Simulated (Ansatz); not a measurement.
Isolated molecules relaxed with PBE0-D4/def2-TZVP in Ansatz; ΔE leaves out vibrations. CCSD(T)/CBS adds triple-zeta CCSD(T) − MP2 to the extrapolated MP2 energy (def2 sets, frozen cores). This one scheme is used for every species. DFT in def2-TZVPP. B3LYP here is the variant with VWN-RPA as its local correlation; programs differ in this. One conformer a species, not always the lowest.

`O[Si](F)([SiH3])Cl` + CH₃OH → `CO[Si](O)([SiH3])Cl` + H–F  (ligand exchange at the Si–F bond)

`O[Si](F)([SiH3])Cl`:

Z-matrix (Å, degrees):
```
Si
F 1 1.594
Si 1 2.329 2 110.8
O 1 1.624 2 110.0 3 120.9
Cl 1 2.053 2 105.1 3 -120.6
H 3 1.485 1 108.6 2 -56.8
H 3 1.485 1 109.8 2 63.3
H 3 1.484 1 108.7 2 -176.3
H 4 0.960 1 119.7 2 70.6
```

CH₃OH:

Cartesian coordinates in Å:
```
C -0.034 -0.255 -0.247
O 0.154 0.288 1.040
H -0.003 -1.340 -0.144
H 0.757 0.044 -0.946
H -1.005 0.018 -0.678
H 0.132 1.244 0.974
```

`CO[Si](O)([SiH3])Cl`:

Cartesian coordinates in Å:
```
C -1.594 -1.263 -0.628
O -1.137 0.071 -0.699
Si -0.095 0.794 0.324
O -0.103 2.390 0.012
Si 2.103 0.029 0.172
Cl -0.774 0.427 2.248
H -2.332 -1.407 -1.417
H -2.061 -1.469 0.339
H -0.774 -1.972 -0.782
H -0.947 2.848 0.002
H 2.939 0.667 1.221
H 2.108 -1.445 0.378
H 2.668 0.328 -1.170
```

H–F:

Z-matrix (Å, degrees):
```
F
H 1 0.920
```

CCSD(T)/CBS gives +0.34 eV.

(1) Another level gave +0.49 eV. Which?
A. r2SCAN/def2-TZVPP
B. B3LYP/def2-TZVPP
C. MP2/def2-TZVPP
D. PBE-D4/def2-TZVPP

Largest T1 diagnostic among the species: 0.012.

## Answers

(1) B. B3LYP 0.49, r2SCAN 0.43, PBE-D4 0.37, MP2/def2-TZVPP 0.31 eV.

In def2-TZVPP, CCSD(T) changes the Hartree–Fock value by −0.16 eV (the triples alone add −0.03 eV) and MP2 by −0.20 eV. The D4 term adds −0.12 eV with B3LYP and −0.07 eV with PBE0; it sums over pairs of atoms, weighted by their polarisabilities, and B3LYP, whose exchange is more repulsive, gets the larger term.
